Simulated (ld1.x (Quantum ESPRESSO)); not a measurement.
Results of a calculation; reference values are marked as such.
Potentials for C compared

Generated with ld1.x 7.5 (TM, RRKJ, ultrasoft, PAW), atompaw 4.2 or ONCVPSP 4.0.1. The cutoff is in Ry: for ld1.x and atompaw files where the sum of valence levels is converged to 10 mRy in a Bessel basis, for ONCV files where the hardest occupied wave has 1 mHa per electron of residual kinetic energy. The error is the largest all-electron minus pseudo excitation energy over each file’s own four to seven test configurations (ionisations up to +4, promotions, holes and added fractions of an electron), all of which were solved. The labels leave out finer settings (local radius, basis sizes, second energies), which also bear on the numbers. Spin-polarised tests are not counted. The rows are a selection from randomly drawn settings: files with unsolved tests, undetermined cutoffs or missed reference levels are left out.

```csv
potential,cutoff (Ry),largest error (meV),bound ghosts
"TM semilocal, PW91, non-relativistic, rc 1.30/1.35/1.20 (spd), local p, core correction no, reference 2s2 2p1.5",50,+118,none
"TM, PBE, non-relativistic, rc 1.10/1.80 (sp), local smoothed, core correction no, reference 2s2 2p2",35,+497,none
"ultrasoft, Wu–Cohen, scalar-relativistic, rc 1.05/1.80/1.35 (spd), local smoothed, core correction yes, reference 2s2 2p2",25,-78,none
"TM semilocal, PW91, scalar-relativistic, rc 1.15/2.65 (sp), local p, core correction no, reference 2s2 2p0.5",40,+599,none
"TM, PBE, scalar-relativistic, rc 0.80/2.00 (sp), local p, core correction yes, reference 2s1 2p3",80,+766,none
"TM, PBE, non-relativistic, rc 0.90/1.60/1.55 (spd), local smoothed, core correction yes, reference 2s2 2p2",50,+295,none
"ultrasoft, PBE, scalar-relativistic, rc 0.90/1.40 (sp), local smoothed, core correction yes, reference 2s2 2p2",40,+165,none
"PAW, PBE, non-relativistic, rc 1.15/2.25/2.25 (spd), local smoothed, core correction yes, reference 2s1 2p3",15,+41,none
```

Problem. Fill in the row for C: PAW, LDA (PZ), non-relativistic, rc 1.45/2.55 (sp), local smoothed, core correction yes, reference 2s2 2p2.

Solution. cutoff 10 Ry, largest error -22 meV, bound ghosts: none.
